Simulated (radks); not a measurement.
Question: Neutral molybdenum: order these configurations by energy. Method: Dirac Kohn-Sham, PBE, spin-unpolarised, spherical densities, finite nucleus; Fermi nuclear charge, rms radius of each element as measured or else 0.836 A^(1/3) + 0.57 fm; computed with a radial shooting solver on a logarithmic mesh with Libxc functionals. Sub-shells are occupied by j as written (lower j first in brackets). [Kr] 4d(3/2: 3, 5/2: 1) 5s1 5p(1/2: 1, 3/2: 0); [Kr] 4d(3/2: 3, 5/2: 1) 5s2; [Kr] 4d(3/2: 4, 5/2: 0) 5s1 5p(1/2: 1, 3/2: 0); [Kr] 4d(3/2: 4, 5/2: 0) 5s2; [Kr] 4d(3/2: 4, 5/2: 1) 5s1.

Answer: From the lowest, in eV above it: [Kr] 4d(3/2: 4, 5/2: 1) 5s1 0.000; [Kr] 4d(3/2: 4, 5/2: 0) 5s2 0.060; [Kr] 4d(3/2: 3, 5/2: 1) 5s2 0.287; [Kr] 4d(3/2: 4, 5/2: 0) 5s1 5p(1/2: 1, 3/2: 0) 3.494; [Kr] 4d(3/2: 3, 5/2: 1) 5s1 5p(1/2: 1, 3/2: 0) 3.726.
